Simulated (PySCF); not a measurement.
# Working out the ionisation energy of Ta²⁺

Ta²⁺ [Xe] 4f14 5d3 (4F) → Ta³⁺ [Xe] 4f14 5d2 (3F). Computed with PySCF 2.14 in aug-cc-pVDZ-PP with ECP60MDF (5s5p4d2f, 54 functions), with scalar relativity through the core potential. Frozen: 5s2 5p6. Energies in hartree (1 hartree = 27.21139 eV):

```json
{"part": "UHF", "Ta²⁺ (lower)": "-56.007721", "Ta³⁺ (upper)": "-55.156777"}
{"part": "MP2 opposite-spin", "Ta²⁺ (lower)": "0.000000", "Ta³⁺ (upper)": "0.000000"}
{"part": "MP2 same-spin", "Ta²⁺ (lower)": "-0.009618", "Ta³⁺ (upper)": "-0.002027"}
```

**Question.** What does Hartree-Fock give?

**Answer.** (-55.156777) − (-56.007721) = 0.850944 hartree = 23.155 eV.

**Question.** What do MP2 and SCS-MP2 (6/5 opposite-spin, 1/3 same-spin) give?

**Answer.** The opposite-spin parts differ by 0.000 eV and the same-spin parts by 0.207 eV. MP2: 23.155 + (0.000) + (0.207) = 23.362 eV. SCS-MP2: 23.155 + 1.2 × (0.000) + (0.207)/3 = 23.224 eV.

Reference: 23.1 ± 1.6 eV (theoretical estimate listed by NIST; NIST Atomic Spectra Database, ionization energies), between the lowest levels; spin-orbit coupling is absent from the calculation.

A double-zeta basis recovers only part of the correlation energy.

What remains against the reference includes basis incompleteness, the frozen core and correlation beyond second order.
